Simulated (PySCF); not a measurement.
# How the method moves the HOMO and LUMO of `O=C[Si@@H]1C[C@@H]1F`

Compound: C₃H₅FOSi.
Cartesian coordinates in Å at the PBE0-D3(BJ)/def2-SVP level; atoms count from 1:
```xyz
11
C3H5FOSi angstrom
O      2.9831    0.6747    0.4754
C      1.9088    0.1370    0.5692
Si     0.3823    0.6583   -0.4412
C     -1.2441    0.2307    0.4041
C     -0.8745   -0.7294   -0.6961
F     -0.5672   -1.9992   -0.3069
H      1.7511   -0.7285    1.2711
H      0.5018    1.7890   -1.3914
H     -1.1449   -0.1753    1.4186
H     -2.1444    0.8409    0.2720
H     -1.5142   -0.7236   -1.5891
```

Basis pcSseg-2 throughout (PySCF), one geometry. One conformer (not necessarily the lowest) at the PBE0-D3(BJ)/def2-SVP geometry, without solvent, vibrations or thermal averaging.

**Question.** How do the orbital energies, the gap and the dipole change with the method?

**Answer.** 
| method | kind | HOMO (eV) | LUMO (eV) | gap (eV) | μ (D) | SCF cycles |
| --- | --- | --- | --- | --- | --- | --- |
| BLYP | GGA | -5.67 | -2.77 | 2.90 | 2.83 | 17 |
| OPBE | GGA | -5.70 | -2.79 | 2.91 | 2.78 | 17 |
| PBE | GGA | -5.75 | -2.90 | 2.85 | 2.83 | 17 |
| B97-D | GGA | -5.77 | -2.80 | 2.96 | 2.84 | 18 |
| BP86 | GGA | -5.85 | -2.97 | 2.88 | 2.84 | 17 |
| LDA | LDA | -5.88 | -3.13 | 2.74 | 2.95 | 17 |
| KT2 | GGA | -5.89 | -2.84 | 3.05 | 2.84 | 18 |
| KT3 | GGA | -5.91 | -2.84 | 3.08 | 2.79 | 18 |
| B97-2 | global hybrid | -6.93 | -1.95 | 4.97 | 2.82 | 14 |
| B3LYP | global hybrid | -6.99 | -2.14 | 4.84 | 2.83 | 15 |
| PBE0 | global hybrid | -7.18 | -1.90 | 5.28 | 2.82 | 14 |
| mPW1PW91 | global hybrid | -7.22 | -1.91 | 5.30 | 2.82 | 14 |
| BHandHLYP | global hybrid | -8.33 | -0.80 | 7.52 | 2.86 | 14 |
| CAM-B3LYP | range-separated hybrid | -8.54 | -0.77 | 7.77 | 2.80 | 15 |
| wB97X-D | range-separated hybrid | -9.02 | -0.09 | 8.92 | 2.77 | 15 |
| LC-wPBE | range-separated hybrid | -9.81 | 0.40 | 10.21 | 2.72 | 16 |
| HF | Hartree–Fock | -9.93 | 1.75 | 11.67 | 2.91 | 14 |

The HOMO spans 4.25 eV, from BLYP down to HF, and the gap runs from 2.74 eV (LDA) to 11.67 eV (HF). Over the methods BLYP (0 %), OPBE (0 %), PBE (0 %), B97-D (0 %), BP86 (0 %), LDA (0 %), KT2 (0 %), KT3 (0 %), B97-2 (21 %), B3LYP (20 %), PBE0 (25 %), mPW1PW91 (25 %), BHandHLYP (50 %), HF (100 %), a straight line through the gap against the share of exact exchange rises by 0.89 eV for each 10 % (correlation coefficient 0.999). The dipole ranges from 2.72 D (LC-wPBE) to 2.95 D (LDA). This basis has no diffuse functions.
